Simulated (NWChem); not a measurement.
System: SiHF3; SMILES F[SiH](F)F

Here is an NWChem input.

```
start job
memory heap 200 mb stack 900 mb global 1100 mb
geometry units angstroms noautoz
  Si     0.000000     0.000000     0.327466
  F      1.443054    -0.384711    -0.243129
  F     -1.054697    -1.057366    -0.243129
  F     -0.388357     1.442077    -0.243129
  H      0.000000     0.000000     1.793609
end
basis spherical
  * library def2-svp
end
dft
  xc xwpbe 0.80 cpbe96 1.0 hfexch 1.00
  cam 0.2 cam_alpha 0.2 cam_beta 0.8
  iterations 150
  mulliken
end
task dft energy
```

Parts of the log:

```
             Northwest Computational Chemistry Package (NWChem) 7.3.0
             --------------------------------------------------------

 C3  symmetry detected

                             Geometry "geometry" -> ""
                             -------------------------

 Output coordinates in angstroms (scale by  1.889725989 to convert to a.u.)

  No.       Tag          Charge          X              Y              Z
 ---- ---------------- ---------- -------------- -------------- --------------
    1 Si                  14.0000     0.00000000     0.00000000     0.33190290
    2 F                    9.0000     1.25012267     0.81706858    -0.23869210
    3 F                    9.0000     0.08254081    -1.49117228    -0.23869210
    4 F                    9.0000    -1.33266348     0.67410370    -0.23869210
    5 H                    1.0000     0.00000000     0.00000000     1.79804590

 Effective nuclear repulsion energy (a.u.)     185.5376944114

      Symmetry information
      --------------------

 Group name             C3
 Group number              5
 Group order               3
 No. of unique centers     3

  pbe96 is a nonlocal functional; adding pw91lda local functional.

                                 NWChem DFT Module
                                 -----------------

 Summary of "ao basis" -> "ao basis" (spherical)
 ------------------------------------------------------------------------------
       Tag                 Description            Shells   Functions and Types
 ---------------- ------------------------------  ------  ---------------------
 Si                         def2-svp                 8       18   4s3p1d
 F                          def2-svp                 6       14   3s2p1d
 H                          def2-svp                 3        5   2s1p

      Symmetry analysis of basis
      --------------------------

        a          25
        e+         20
        e-         20

  Rotation of axis

            General Information
            -------------------
          SCF calculation type: DFT
          Wavefunction type:  closed shell.
          No. of atoms     :     5
          No. of electrons :    42
           Alpha electrons :    21
            Beta electrons :    21
          Charge           :     0
          Spin multiplicity:     1
          Use of symmetry is: on ; symmetry adaption is: on
          Maximum number of iterations: 150
          AO basis - number of functions:    65
                     number of shells:    29
          Convergence on energy requested:  1.00D-06
          Convergence on density requested:  1.00D-05
          Convergence on gradient requested:  5.00D-04

              XC Information
              --------------
                     Hartree-Fock (Exact) Exchange  1.000
                     LC-wPBE(h)Exchange Functional  0.800
            Perdew 1991 LDA Correlation Functional  1.000 local
           PerdewBurkeErnz. Correlation Functional  1.000 non-local

           Range-Separation Parameters
           ---------------------------
           Alpha           :  0.20
           Beta            :  0.80
           Gamma           :  0.20
           Short-Range HF  :     F

             Grid Information
             ----------------
          Grid used for XC integration:  medium
          Radial quadrature: Mura-Knowles
          Angular quadrature: Lebedev.
          Tag              B.-S. Rad. Rad. Pts. Rad. Cut. Ang. Pts.
          ---              ---------- --------- --------- ---------
          Si                  1.10       88           7.0       590
          F                   0.50       49           8.0       434
          H                   0.35       45           7.0       434
          Grid pruning is: on
          Number of quadrature shells:   182
          Spatial weights used:  Erf1

      Superposition of Atomic Density Guess
      -------------------------------------

 Sum of atomic energies:        -587.11535744

      Non-variational initial energy
      ------------------------------

 Total energy =    -587.687724
 1-e energy   =   -1187.498232
 2-e energy   =     414.272813
 HOMO         =      -0.491380
 LUMO         =       0.090062

      Symmetry analysis of molecular orbitals - initial
      -------------------------------------------------

  Numbering of irreducible representations:

     1 a           2 e+          3 e-

  Orbital symmetries:

     1 a           2 a           3 e+          4 e+          5 a
     6 e+          7 e+          8 a           9 a          10 e+
    11 e+         12 a          13 e+         14 e+         15 a
    16 e+         17 e+         18 e+         19 e+         20 a
    21 a          22 a          23 e+         24 e+         25 a
    26 a          27 a          28 e+         29 e+         30 a
    31 e+

     ---------------------------------------------
      Total Density - Mulliken Population Analysis
     ---------------------------------------------

    Atom       Charge   Shell Charges
 -----------   ------   -------------------------------------------------------
    1 Si  14    12.26   2.00  1.99  0.76  0.15  5.93  0.74  0.36  0.32
    2 F    9     9.56   1.99  1.14  0.78  3.51  2.13  0.00
    3 F    9     9.56   1.99  1.14  0.78  3.51  2.13  0.00
    4 F    9     9.56   1.99  1.14  0.78  3.51  2.13  0.00
    5 H    1     1.08   0.68  0.39  0.01

   convergence    iter        energy       DeltaE   RMS-Dens  Diis-err
 ---------------- ----- ----------------- --------- --------- ---------
 d= 0,ls=0.0,diis     1   -588.9889174780 -7.75D+02  1.74D-02  9.48D-01
 d= 0,ls=0.0,diis     2   -589.0115119527 -2.26D-02  7.06D-03  1.04D+00
 d= 0,ls=0.0,diis     3   -589.0919214359 -8.04D-02  7.81D-04  5.96D-03
 d= 0,ls=0.0,diis     4   -589.0923938404 -4.72D-04  1.63D-04  2.47D-04
 d= 0,ls=0.0,diis     5   -589.0924171989 -2.34D-05  4.15D-05  2.37D-06
 d= 0,ls=0.0,diis     6   -589.0924177918 -5.93D-07  4.72D-06  3.95D-08

         Total DFT energy =     -589.092417791818
      One electron energy =    -1188.685842740463
           Coulomb energy =      466.484259873396
    Exchange-Corr. energy =      -52.428529336156
 Nuclear repulsion energy =      185.537694411405

 Numeric. integr. density =       41.999999481862

                  Occupations of the irreducible representations
                  ----------------------------------------------

                     irrep           alpha         beta
                     --------     --------     --------
                     a                 9.0          9.0
                     e+               12.0         12.0
                     e-                0.0          0.0

                       DFT Final Molecular Orbital Analysis
                       ------------------------------------

 Vector   19  Occ=2.000000D+00  E=-5.265947D-01  Symmetry=e+
              MO Center=  5.2D-01, -1.7D-01, -1.9D-01, r^2= 2.4D+00
   Bfn.  Coefficient  Atom+Function         Bfn.  Coefficient  Atom+Function
  ----- ------------  ---------------      ----- ------------  ---------------
    24      0.362491  2 F  pz                38     -0.332075  3 F  pz
    37      0.264788  3 F  py                27     -0.256687  2 F  pz
    41      0.235149  3 F  pz                23      0.223254  2 F  py
    22      0.192230  2 F  px                40     -0.173040  3 F  py
    51      0.157159  4 F  py                26     -0.145945  2 F  py

 Vector   20  Occ=2.000000D+00  E=-5.104341D-01  Symmetry=a
              MO Center= -7.7D-14,  5.1D-14, -2.4D-01, r^2= 2.7D+00
   Bfn.  Coefficient  Atom+Function         Bfn.  Coefficient  Atom+Function
  ----- ------------  ---------------      ----- ------------  ---------------
    36      0.393385  3 F  px                51     -0.351569  4 F  py
    23      0.329794  2 F  py                39     -0.278040  3 F  px
    54      0.248485  4 F  py                26     -0.233094  2 F  py
    22     -0.215550  2 F  px                50     -0.177835  4 F  px
    25      0.152348  2 F  px                53      0.125691  4 F  px

 Vector   21  Occ=2.000000D+00  E=-4.799278D-01  Symmetry=a
              MO Center=  6.4D-15,  3.5D-15,  8.3D-01, r^2= 2.4D+00
   Bfn.  Coefficient  Atom+Function         Bfn.  Coefficient  Atom+Function
  ----- ------------  ---------------      ----- ------------  ---------------
    61      0.369267  5 H  s                 62      0.258827  5 H  s
    24      0.250352  2 F  pz                38      0.250352  3 F  pz
    52      0.250352  4 F  pz                10      0.204043  1 Si pz
    27     -0.168977  2 F  pz                41     -0.168977  3 F  pz
    55     -0.168977  4 F  pz                 3      0.158661  1 Si s

 Vector   22  Occ=0.000000D+00  E= 1.190838D-01  Symmetry=a
              MO Center= -2.3D-13,  1.6D-13,  3.4D-01, r^2= 3.7D+00
   Bfn.  Coefficient  Atom+Function         Bfn.  Coefficient  Atom+Function
  ----- ------------  ---------------      ----- ------------  ---------------
     4      1.672068  1 Si s                 62     -1.012482  5 H  s
    21     -0.374962  2 F  s                 35     -0.374962  3 F  s
    49     -0.374962  4 F  s                  3      0.313997  1 Si s
     2      0.293886  1 Si s                 61     -0.213877  5 H  s
    40     -0.178830  3 F  py                37      0.172706  3 F  py

 Vector   23  Occ=0.000000D+00  E= 1.253629D-01  Symmetry=e+
              MO Center=  1.7D-01, -8.1D-02,  6.1D-01, r^2= 3.0D+00
   Bfn.  Coefficient  Atom+Function         Bfn.  Coefficient  Atom+Function
  ----- ------------  ---------------      ----- ------------  ---------------
    11      0.939327  1 Si px                12     -0.495026  1 Si py
    49      0.428967  4 F  s                  8      0.252957  1 Si px
    35     -0.220692  3 F  s                 21     -0.208275  2 F  s
    39     -0.170127  3 F  px                26      0.168381  2 F  py
    36      0.161885  3 F  px                23     -0.159456  2 F  py

 Vector   24  Occ=0.000000D+00  E= 1.253629D-01  Symmetry=e+
              MO Center= -1.7D-01,  8.1D-02,  6.1D-01, r^2= 3.0D+00
   Bfn.  Coefficient  Atom+Function         Bfn.  Coefficient  Atom+Function
  ----- ------------  ---------------      ----- ------------  ---------------
    12      0.939327  1 Si py                11      0.495026  1 Si px
    21     -0.375081  2 F  s                 35      0.367912  3 F  s
     9      0.252957  1 Si py                54     -0.180220  4 F  py
    51      0.171391  4 F  py                15      0.149215  1 Si d -1
     6     -0.135103  1 Si py                 8      0.133308  1 Si px

     ---------------------------------------------
      Total Density - Mulliken Population Analysis
     ---------------------------------------------

    Atom       Charge   Shell Charges
 -----------   ------   -------------------------------------------------------
    1 Si  14    12.94   2.00  1.98  0.89  0.01  5.93  1.12  0.44  0.57
    2 F    9     9.32   1.99  1.12  0.79  3.35  2.06  0.01
    3 F    9     9.32   1.99  1.12  0.79  3.35  2.06  0.01
    4 F    9     9.32   1.99  1.12  0.79  3.35  2.06  0.01
    5 H    1     1.10   0.74  0.36  0.01

     -------------------------------------------
      Total Density - Lowdin Population Analysis
     -------------------------------------------

    Atom       Charge   Shell Charges
 -----------   ------   -------------------------------------------------------
    1 Si  14    13.38   2.00  1.92  0.59  0.28  5.81  1.15  0.74  0.89
    2 F    9     9.18   1.98  1.01  0.76  3.22  2.20  0.01
    3 F    9     9.18   1.98  1.01  0.76  3.22  2.20  0.01
    4 F    9     9.18   1.98  1.01  0.76  3.22  2.20  0.01
    5 H    1     1.09   0.64  0.42  0.02

     Multipole analysis of the density
     ---------------------------------

     L   x y z        total         alpha         beta         nuclear
     -   - - -        -----         -----         ----         -------
     0   0 0 0     -0.000000    -21.000000    -21.000000     42.000000

     1   1 0 0     -0.000000     -0.000000     -0.000000      0.000000
     1   0 1 0      0.000000     -0.000000     -0.000000      0.000000
     1   0 0 1      0.581525      0.290762      0.290762      0.000000

     2   2 0 0    -21.703482    -64.615016    -64.615016    107.526549
     2   1 1 0     -0.000000     -0.000000     -0.000000      0.000000
     2   1 0 1      0.000000      0.000000      0.000000     -0.000000
     2   0 2 0    -21.703482    -64.615016    -64.615016    107.526549
     2   0 1 1      0.000000      0.000000      0.000000     -0.000000
     2   0 0 2    -19.030795    -20.788352    -20.788352     22.545909
```

Level: LRC-wPBEh/def2-SVP. The geometry was optimised at PBE0/def2-SVP.
